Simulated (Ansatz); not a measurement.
CH6AlBS2, one more setting.

```yaml
crystal:
  periodic: [false, false, false]
  atoms:
    - {symbol: C, position_ang: [-1.954830, 0.350843, 0.041799]}
    - {symbol: B, position_ang: [-0.422679, 0.096285, -0.165627]}
    - {symbol: Al, position_ang: [1.336820, 0.204784, 0.872437]}
    - {symbol: S, position_ang: [0.416174, -1.827132, 0.150113]}
    - {symbol: S, position_ang: [0.239528, -0.832751, -1.669699]}
    - {symbol: H, position_ang: [-2.229448, 1.283688, -0.463764]}
    - {symbol: H, position_ang: [-2.224302, 0.471799, 1.093623]}
    - {symbol: H, position_ang: [-2.568886, -0.445870, -0.387157]}
    - {symbol: H, position_ang: [2.390372, 0.368851, 2.047670]}
    - {symbol: H, position_ang: [2.828600, 0.233449, -0.502143]}
    - {symbol: H, position_ang: [2.254050, 0.039155, -0.996553]}
basis:
  gaussian: {orbitals: STO-3G}
total_charge: 1
magnetization: {spin_polarized: false, initial_magnetization: 1}
hamiltonian: {xc: {name: wB97M-V}}
```

```sh
$ ansatz run in.yaml --threads 4 --pin off --events-out ev --progress --plain --max-ram 10444MiB
```

It prints (some lines left out):

```
Functional definition: wB97M-V
510 factors; integrals over basis functions are off by at most 1.1e-4 eV
221 factors; integrals over basis functions are off by at most 2.5e-6 eV
mean field evaluation 1: about -29731.3216 eV, gradient 2.2e1 eV
mean field evaluation 2: about -29731.2738 eV, gradient 2.2e1 eV
mean field evaluation 4: about -29734.0744 eV, gradient 3.5e0 eV
mean field evaluation 8: about -29734.2342 eV, gradient 5.5e-1 eV
mean field evaluation 16: about -29734.2413 eV, gradient 1.5e-3 eV
mean field -29734.24131803 eV, -1092.7132138449 hartree, gradient 4.7e-5 eV, S^2 0.750000; 2 other end points of the search recorded, 0 dependent functions left out
reference -29734.24134835 eV, -1092.7132149591 hartree; 31, 30 occupied and 12, 13 virtual orbitals, 510 factors
Total energy: -29734.24134835 eV, -1092.7132149591 hartree
```

It took 4.3 s on 4 threads of an Arm Neoverse V2 on a shared host, with 0.34 GiB of host memory at the peak.
